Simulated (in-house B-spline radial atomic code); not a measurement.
**S: [Ne] 3s2 3p4**

Computed with a radial B-spline atomic code at the basis-set limit: non-relativistic TPSS, spin-polarised, spherical fractional occupations, point nucleus.

Z_r = [3n² - l(l+1)]/(2<r>); Z_e = n√(-2ε); the last column is Slater's effective charge. Values are occupation-weighted means over spin.

| shell | electrons | ε (eV) | <r> (bohr) | Z_r | Z_e | Slater |
| --- | --- | --- | --- | --- | --- | --- |
| 1s | 2 | -2405.6 | 0.0972 | 15.43 | 13.30 | 15.70 |
| 2s | 2 | -211.97 | 0.48 | 12.50 | 7.89 | 11.85 |
| 2p | 6 | -156.9 | 0.443 | 11.29 | 6.79 | 11.85 |
| 3s | 2 | -17.238 | 1.705 | 7.92 | 3.38 | 5.45 |
| 3p | 4 | -7.3725 | 2.056 | 6.08 | 2.21 | 5.45 |

The least bound orbital is 3p down at -5.938 eV, and it is also the most diffuse (<r> = 2.121 bohr).
